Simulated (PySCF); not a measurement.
C3H9ClGe, singlet, at a GFN2-xTB geometry; HF/6-31G (PySCF).

Input for PySCF:
```python
from pyscf import gto, scf

mol = gto.M(
    atom='''
C    -0.77230139    1.57821827   -1.11854410
Ge   -0.04763205   -0.06225771   -0.24982595
C     1.69340635   -0.62408479   -1.03983478
C    -1.37542605   -1.54795613   -0.22449554
Cl    0.34045905    0.44499871    1.78567799
H    -0.99361914    1.39040869   -2.16436519
H    -1.68546124    1.89671087   -0.62413822
H    -0.05160324    2.38858347   -1.05822792
H     2.09430243   -1.47927120   -0.50348214
H     1.56877166   -0.89824906   -2.08256959
H     2.41540828    0.18511590   -0.97947698
H    -1.62039297   -1.85834639   -1.23526003
H    -2.28890481   -1.23111656    0.27038308
H    -0.97615267   -2.40363106    0.31228822
''',
    basis='6-31g',
    verbose=4,
)

mf = scf.RHF(mol)
mf.kernel()
```

What the program printed (banner, timings and long lists left out):

```
PySCF version 2.14.0

[INPUT] verbose = 4
[INPUT] num. atoms = 14
[INPUT] num. electrons = 76
[INPUT] charge = 0
[INPUT] spin (= nelec alpha-beta = 2S) = 0
[INPUT] symmetry False subgroup None
[INPUT] Mole.unit = angstrom
[INPUT] Symbol           X                Y                Z      unit          X                Y                Z       unit  Magmom
[INPUT]  1 C     -0.772301390000   1.578218270000  -1.118544100000 AA   -1.459438112721   2.982400295085  -2.113742007248 Bohr   0.0
[INPUT]  2 Ge    -0.047632050000  -0.062257710000  -0.249825950000 AA   -0.090011529252  -0.117650021043  -0.472102624309 Bohr   0.0
[INPUT]  3 C      1.693406350000  -0.624084790000  -1.039834780000 AA    3.200074219099  -1.179349331607  -1.965002948997 Bohr   0.0
[INPUT]  4 C     -1.375426050000  -1.547956130000  -0.224495540000 AA   -2.599178539092  -2.925213138542  -0.424235086786 Bohr   0.0
[INPUT]  5 Cl     0.340459050000   0.444998710000   1.785677990000 AA    0.643374361130   0.840925687685   3.374442347764 Bohr   0.0
[INPUT]  6 H     -0.993619140000   1.390408690000  -2.164365190000 AA   -1.877668046726   2.627491625315  -4.090057442642 Bohr   0.0
[INPUT]  7 H     -1.685461240000   1.896710870000  -0.624138220000 AA   -3.185060137170   3.584264081786  -1.179450299674 Bohr   0.0
[INPUT]  8 H     -0.051603240000   2.388583470000  -1.058227920000 AA   -0.097515990740   4.513768583963  -1.999760946168 Bohr   0.0
[INPUT]  9 H      2.094302430000  -1.479271200000  -0.503482140000 AA    3.957658014711  -2.795417431957  -0.951443353210 Bohr   0.0
[INPUT] 10 H      1.568771660000  -0.898249060000  -2.082569590000 AA    2.964548789379  -1.697444715048  -3.935486160448 Bohr   0.0
[INPUT] 11 H      2.415408280000   0.185115900000  -0.979476980000 AA    4.564460128207   0.349818352302  -1.850943237516 Bohr   0.0
[INPUT] 12 H     -1.620392970000  -1.858346390000  -1.235260030000 AA   -3.062098927471  -3.511765721674  -2.334303149322 Bohr   0.0
[INPUT] 13 H     -2.288904810000  -1.231116560000   0.270383080000 AA   -4.325403216100  -2.326473125817   0.510949969916 Bohr   0.0
[INPUT] 14 H     -0.976152670000  -2.403631060000   0.312288220000 AA   -1.844661202063  -4.542204407898   0.590139207728 Bohr   0.0

nuclear repulsion = 482.888435290507
number of shells = 51
number of NR pGTOs = 238
number of NR cGTOs = 85
basis = 6-31g
ecp = {}

******** <class 'pyscf.scf.hf.RHF'> ********
method = RHF
initial guess = minao
damping factor = 0
level_shift factor = 0
DIIS = <class 'pyscf.scf.diis.CDIIS'>
diis_start_cycle = 1
diis_space = 8
diis_damp = 0
SCF conv_tol = 1e-09
SCF conv_tol_grad = None
SCF max_cycles = 50
direct_scf = True
direct_scf_tol = 1e-13
Set gradient conv threshold to 3.16228e-05
Initial guess from minao.
init E= -2653.03564126321
  HOMO = -0.305123313569544  LUMO = 0.0906061740092254  gap/eV = 10.76835
cycle= 1 E= -2653.32094769323  delta_E= -0.285  |g|= 0.303  |ddm|= 3.04
  HOMO = -0.396942183764407  LUMO = 0.148487209108523  gap/eV = 14.84189
cycle= 2 E= -2653.35797848783  delta_E= -0.037  |g|= 0.0909  |ddm|= 0.639
  HOMO = -0.410200855139433  LUMO = 0.162558251070757  gap/eV = 15.58557
cycle= 3 E= -2653.360732136  delta_E= -0.00275  |g|= 0.0322  |ddm|= 0.167
  HOMO = -0.409620934221004  LUMO = 0.162900055662615  gap/eV = 15.57909
cycle= 4 E= -2653.36104894986  delta_E= -0.000317  |g|= 0.00594  |ddm|= 0.0508
  HOMO = -0.409386485488058  LUMO = 0.162871543687556  gap/eV = 15.57193
cycle= 5 E= -2653.36105864621  delta_E= -9.7e-06  |g|= 0.00147  |ddm|= 0.00921
  HOMO = -0.409567596849984  LUMO = 0.162807843054511  gap/eV = 15.57513
cycle= 6 E= -2653.3610595576  delta_E= -9.11e-07  |g|= 0.000292  |ddm|= 0.00366
  HOMO = -0.40955454293173  LUMO = 0.162843360688719  gap/eV = 15.57574
cycle= 7 E= -2653.3610596048  delta_E= -4.72e-08  |g|= 9.24e-05  |ddm|= 0.000873
  HOMO = -0.409542671363508  LUMO = 0.162853525935675  gap/eV = 15.57569
cycle= 8 E= -2653.36105961013  delta_E= -5.33e-09  |g|= 2.23e-05  |ddm|= 0.000269
  HOMO = -0.409548343171013  LUMO = 0.162850420280153  gap/eV = 15.57576
cycle= 9 E= -2653.36105961053  delta_E= -3.97e-10  |g|= 3.85e-06  |ddm|= 7.91e-05
  HOMO = -0.409547510764397  LUMO = 0.162851143507234  gap/eV = 15.57576
Extra cycle  E= -2653.36105961051  delta_E= 2e-11  |g|= 1.62e-06  |ddm|= 9.09e-06
converged SCF energy = -2653.36105961051
```
